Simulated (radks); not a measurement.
Spherical quantum dot in the effective-mass picture: electrons in a well V = -V0 / (1 + exp((r - R)/a)) with V0 = 1.53, R = 11.2, a = 0.66, with a point charge +1 (a donor) at the centre, all in effective atomic units (hartree* = m*/eps^2 hartree, bohr* = eps/m* bohr), one dielectric constant everywhere. Calculated with a radial shooting solver with Libxc functionals: non-relativistic Kohn-Sham, PBE, spin-polarised, spherical densities. Levels are named by radial order and angular momentum (1s, 1p, 1d, 2s, ...), and open shells are averaged over m.

N = 7, configuration 1s2 1p(up 3, down 1) 2s(up 1, down 0). This is the lowest configuration that the search found (a dilute case). Occupied levels:

level    occupation  eigenvalue (hartree*)  <r> (bohr*)
1s up             1               -0.90370        2.188
1s down           1               -0.84476        5.894
2s up             1               -0.84162        7.005
1p up             3               -0.82953        7.533
1p down           1               -0.81216        7.409

Energy (hartree*): total -9.06294, kinetic 0.89944, external -12.430, Hartree 3.4621, exchange-correlation -0.99447.

Electron density:

r (bohr*)  n(r) (e/bohr*^3)
0.628               0.09256
1.68                0.01282
2.73               0.002517
3.77               0.001195
4.82               0.001342
5.87               0.001814
6.92               0.002131
7.97               0.001866
9.02               0.001012
10.1              0.0002658
11.1             0.00002972
12.2              1.442e-06
13.2              4.871e-08
